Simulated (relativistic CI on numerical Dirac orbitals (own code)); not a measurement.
# Ligand-field terms of d7

Computed with a parametric ligand-field model of a d^n configuration (Racah B and C, spin-orbit zeta, crystal field), exact diagonalisation.

Field parameters in Wybourne normalisation: Oh B⁴₀ = 21Dq, B⁴₄ = √(5/14) B⁴₀. The field is a parameter set, without covalency, and values of 10Dq over about 45,000 cm⁻¹ lie beyond real compounds.

B = 1090 cm⁻¹, C = 4570 cm⁻¹ (C/B = 4.19), Oh, no spin-orbit coupling. Tanabe-Sugano data, E/B above the lowest term (Δ = |10Dq|; b, c mark the second and third term of a kind):

| Δ/B | 4T1 | 4T2 | 4A2 | 4T1(b) | 2E | 2T1 | 2T2 | 2T1(b) |
| --- | --- | --- | --- | --- | --- | --- | --- | --- |
| 1.0 | 0.00 | 0.81 | 1.81 | 15.62 | 16.89 | 17.16 | 16.96 | 21.78 |
| 5.0 | 0.00 | 4.22 | 9.22 | 18.44 | 14.48 | 17.92 | 17.91 | 22.51 |
| 9.0 | 0.00 | 7.82 | 16.82 | 21.63 | 10.81 | 17.89 | 18.23 | 23.02 |
| 13.0 | 0.00 | 11.53 | 24.53 | 25.06 | 6.96 | 17.75 | 18.31 | 23.37 |
| 17.0 | 0.00 | 15.32 | 32.32 | 28.64 | 3.05 | 17.63 | 18.32 | 23.61 |
| 21.0 | 0.88 | 20.03 | 41.03 | 33.19 | 0.00 | 18.39 | 19.17 | 24.65 |
| 25.0 | 4.82 | 27.85 | 52.85 | 40.87 | 0.00 | 22.24 | 23.09 | 28.72 |
| 29.0 | 8.77 | 35.70 | 64.70 | 48.62 | 0.00 | 26.12 | 27.01 | 32.77 |
| 33.0 | 12.73 | 43.57 | 76.57 | 56.41 | 0.00 | 30.01 | 30.95 | 36.80 |
| 37.0 | 16.70 | 51.47 | 88.47 | 64.24 | 0.00 | 33.92 | 34.89 | 40.83 |
| 41.0 | 20.67 | 59.38 | 100.38 | 72.09 | 0.00 | 37.85 | 38.84 | 44.84 |
| 45.0 | 24.64 | 67.30 | 112.30 | 79.96 | 0.00 | 41.78 | 42.79 | 48.86 |

The ground term changes from 4T1 to 2E between Δ/B = 17.0 and 21.0.
